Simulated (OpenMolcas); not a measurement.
Levels of Kr6+ by method

| Quantity | Value |
| --- | --- |
| Program | OpenMolcas 26.06 |
| Basis | ANO-RCC-VTZP [6s5p3d1f] |
| Scalar Hamiltonian | DKH2, point nucleus |
| Active space | 2 electrons in 9 orbitals (RAS2 4s 4p; RAS3 4d, at most 2 electrons) |
| State averaging | 2S+1 = 3 even, 3 roots; 2S+1 = 1 even, 7 roots; 2S+1 = 3 odd, 3 roots; 2S+1 = 1 odd, 3 roots |
| Spin-orbit coupling | RASSI with atomic mean-field integrals over the reference wave functions, term energies averaged over their components |

Methods on the same reference wave functions:
A. RASSCF
B. SS-RASPT2, IPEA 0.25 Eh, imaginary shift 0.1 Eh (closed shells correlated: 3d)
C. MS-RASPT2, IPEA 0.25 Eh, imaginary shift 0.1 Eh (closed shells correlated: 3d)
D. XMS-RASPT2, IPEA 0.25 Eh, imaginary shift 0.1 Eh (closed shells correlated: 3d)

Energies in cm-1 above 4s2 1S0, the measured ground level; measured values from Saloman, J. Phys. Chem. Ref. Data 36, 215 (2007).

```json
{"Level": "4s2 1S0", "A": "0.0", "B": "0.0", "C": "0.0", "D": "0.0", "Measured": "0.0"}
{"Level": "4s 4p 3P* 0", "A": "113906", "B": "114990", "C": "115010", "D": "115130", "Measured": "117390"}
{"Level": "4s 4p 3P* 1", "A": "116445", "B": "117530", "C": "117540", "D": "117660", "Measured": "120095"}
{"Level": "4s 4p 3P* 2", "A": "122287", "B": "123380", "C": "123390", "D": "123510", "Measured": "126553"}
{"Level": "4s 4p 1P* 1", "A": "173350", "B": "172760", "C": "172780", "D": "172850", "Measured": "170835"}
{"Level": "4p2 3P0", "A": "273361", "B": "274260", "C": "274270", "D": "274380", "Measured": "274932"}
{"Level": "4p2 1D2", "A": "276210", "B": "277480", "C": "277500", "D": "277610", "Measured": "279715"}
{"Level": "4p2 3P1", "A": "277225", "B": "278180", "C": "278190", "D": "278300", "Measured": "279414"}
{"Level": "4p2 3P2", "A": "284633", "B": "285690", "C": "285700", "D": "285810", "Measured": "288190"}
```

Deviations, from unrounded energies. A percentage is the sum of absolute deviations over the sum of measured energies, with the sign that they share, or ± where signs differ.

| Against measurement | Levels | A | B | C | D |
| --- | --- | --- | --- | --- | --- |
| mean absolute deviation (cm-1) | 8 | 3100 | 2100 | 2100 | 2000 |
| other configurations (%) | 8 | ±1.5 | ±1.0 | ±1.0 | ±1.0 |

B, C, D lie about equally close to measurement and A furthest from it. The largest miss of D in the table is 4s 4p 3P* 2, by -3000 cm-1. The ranking rests on the paired levels alone, and a cruder setting can come out closer through cancelling errors.

Among B to D the level of the table that moves most is 4s 4p 3P* 0, by 130 cm-1 (lowest in B, highest in D). Moves below CASPT2's spread within the term are not significant.

The lowest spin-free term lies below A's lowest term by 0.043 hartree in B, 0.043 hartree in C, 0.044 hartree in D.

CASPT2 does not keep the components of a term degenerate, so their means are used; among the terms shown or strongly mixed into the levels shown the widest spread is 26 cm-1 (4p2 1D, D). Active for correlation alone: 4d; no level in the range computed is led by a configuration that fills it, so any true level of that kind is missing. Some terms mix strongly with configurations of 4d, whose occupation reaches 0.16 (4p2 1D). Computed and measured levels are paired by configuration, term and J; levels that our copy of the source lacks, or whose pairing is in doubt (as where it misses far off the trend of its configuration), stay unpaired and out of the deviations. Levels of configurations outside the active space are missing. The table leaves out levels that lie high or whose names do not pair safely across all columns.

* marks odd parity.
